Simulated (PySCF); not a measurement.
CdI, SMILES [Cd][I] (connectivity only; charge and spin as stated), neutral, multiplicity 2.

Geometry: B3LYP-D3(BJ)/def2-TZVP. The spin state was assumed, not searched. The def2 effective core potentials stand for the cores of Cd, I; spin–orbit coupling is left out.

Computed with B3LYP-D3(BJ)/def2-TZVP (PySCF 2.14.0).

Frequencies are harmonic and unscaled.

Computed normal modes with their intensities:
```
mode  ν (cm⁻¹)  IR (km/mol)  moving atoms (share of kinetic energy)
----  --------  -----------  --------------------------------------
1          151          7.4                         Cd 53 %, I 47 %
```
